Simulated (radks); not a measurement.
Task: All-electron calculation, Dirac Kohn-Sham, PBEsol, spin-unpolarised, spherical densities, point nucleus; open shells are shared between the two j in proportion to 2j + 1. Program: a radial shooting solver on a logarithmic mesh with Libxc functionals. Each species is in its NIST ground configuration. Rank Mo, Ru, Ag, Nb, Sb, Sn, In, Rh, Zr, Pd, Te, Sr, Tc, Cd, Xe, I, Rb by Delta-SCF ionisation energy (eV), largest first.

Result: Xe 12.585, I 11.177, Te 9.774, Cd 9.311, Pd 9.125, Sb 8.361, Tc 8.197, Ag 7.748, Rh 7.464, Ru 7.301, Zr 7.171, Sn 6.911, Mo 6.906, Nb 6.653, Sr 5.896, In 5.372, Rb 4.069.
